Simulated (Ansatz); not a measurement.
# Reading a saddle point

A first-order saddle point of AlNH4F2, singlet, PBE0-D4/def2-TZVP, with one imaginary mode of 1215i cm⁻¹:

```json
{"atom": "Al1", "x (Å)": "-0.5304", "y (Å)": "-0.6965", "z (Å)": "0.1050"}
{"atom": "H2", "x (Å)": "-1.0902", "y (Å)": "0.5424", "z (Å)": "-1.0468"}
{"atom": "F3", "x (Å)": "-0.1909", "y (Å)": "-2.0669", "z (Å)": "-0.7381"}
{"atom": "F4", "x (Å)": "-1.5535", "y (Å)": "-0.7083", "z (Å)": "1.3921"}
{"atom": "H5", "x (Å)": "-0.2045", "y (Å)": "0.8561", "z (Å)": "-0.6794"}
{"atom": "N6", "x (Å)": "0.8539", "y (Å)": "0.5397", "z (Å)": "0.2031"}
{"atom": "H7", "x (Å)": "1.7526", "y (Å)": "0.3730", "z (Å)": "-0.2304"}
{"atom": "H8", "x (Å)": "0.9631", "y (Å)": "1.1605", "z (Å)": "0.9944"}
```

Computed with Ansatz 0.2.0 (basis: def2-TZVPP and def2-QZVPP); correlated methods freeze the cores. Extrapolation: Hartree–Fock as exp(−7.88 √X), correlation as X^−2.97.

Problem. Which contacts change along the imaginary mode, and what lies on either side? (Judge from chemistry; the calculation decides.)

Solution. By the calculation: The step is AlHF₂ ([F][AlH][F]) + NH₃ → AlNH₂F₂ ([NH2][Al]([F])[F]) + H₂, with the molecules in contact on both sides. Shortening one way: Al1–N6, H2–H5; lengthening the same way: Al1–H2, H5–N6.
| pair | one side (Å) | saddle (Å) | other side (Å) |
| --- | --- | --- | --- |
| Al1–N6 | 2.03 | 1.86 | 1.75 |
| H2–H5 | 2.96 | 1.01 | 0.76 |
| Al1–H2 | 1.58 | 1.78 | 2.28 |
| H5–N6 | 1.01 | 1.41 | 2.81 |

Problem. Which side is lower, and how far does the saddle lie above each? (An estimate is asked for; the value comes from the calculation.)

Solution. The calculation gives: The side with Al1–H2, H5–N6 short is lower by 65.9 kJ/mol; the saddle lies 153.6 kJ/mol above it and 87.7 kJ/mol above the other (CCSD(T) at an estimated basis limit (MP2 extrapolated from triple and quadruple zeta, plus CCSD(T) − MP2 in triple zeta); electronic energies).

No T1 diagnostic of these runs exceeds 0.013.

The step is the kind of exchange with an N–H group that builds nitride films in atomic layer and chemical vapour deposition.

Labels in which every atom is bracketed show which atoms are joined, not bond orders.

For scale, one of the runs: CCSD(T)/def2-TZVPP, 191 basis functions, launched by `ansatz run in.yaml --threads 2 --pin off --events-out ev --progress --plain --max-ram 4352MiB`. Time: 64 s of wall clock on 2 CPU threads of an Arm Neoverse V1; the host was shared. Peak host memory: 2.2 GiB.
